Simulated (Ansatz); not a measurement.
Ansatz (a program for electronic structure) input (PBE0/def2-TZVP):

Ansatz 0.2 input:
```yaml
crystal:
  periodic: [false, false, false]
  atoms:
    - {symbol: Si, position_ang: [-0.06438996, 0.10792656, -0.33870652]}
    - {symbol: Cl, position_ang: [0.14875655, -0.60259937, 1.62395076]}
    - {symbol: C, position_ang: [-1.68422567, -0.48927452, -0.96974390]}
    - {symbol: C, position_ang: [1.34908053, -0.59812530, -1.32840710]}
    - {symbol: C, position_ang: [-0.01755372, 1.96962595, -0.25040577]}
    - {symbol: H, position_ang: [-1.80466688, -1.45266623, -1.45313869]}
    - {symbol: H, position_ang: [-2.60854702, 0.05773366, -0.81903791]}
    - {symbol: H, position_ang: [1.31067953, -1.68868124, -1.33847740]}
    - {symbol: H, position_ang: [2.30793547, -0.29780861, -0.90248910]}
    - {symbol: H, position_ang: [1.30664052, -0.24495506, -2.36160187]}
    - {symbol: H, position_ang: [-0.10229510, 2.40227568, -1.25023322]}
    - {symbol: H, position_ang: [-0.83949839, 2.35125999, 0.35758332]}
    - {symbol: H, position_ang: [0.91854312, 2.31270252, 0.19346381]}
basis:
  gaussian:
    orbitals: def2-TZVP
hamiltonian:
  xc: {name: PBE0}
magnetization: {spin_polarized: true, initial_magnetization: 1}
```

End of the output:

```
integrals: 0.16 GiB planned
1428 factors; their error is unknown
0.28 GiB of the device are held for the grids
1.24 GiB of device memory are held for the factors and their scratch space
mean field: 1.32 GiB planned
mean field evaluation 1: about -23620.4806 eV, gradient 5.2e1 eV
mean field evaluation 2: about -23617.1370 eV, gradient 5.5e1 eV
mean field evaluation 4: about -23633.0346 eV, gradient 2.8e0 eV
mean field evaluation 8: about -23633.0739 eV, gradient 6.3e-2 eV
mean field evaluation 16: about -23633.1321 eV, gradient 1.6e-4 eV
mean field -23633.13209135 eV, -868.5015852449 hartree, gradient 3.7e-5 eV, S^2 0.754369; 0 other end points of the search recorded, 0 dependent functions left out
reference -23633.13212518 eV, -868.5015864882 hartree; 29, 28 occupied and 186, 187 virtual orbitals, 1428 factors
Total energy: -23633.13212518 eV, -868.5015864882 hartree
```

It need not be the lowest isomer of its formula.
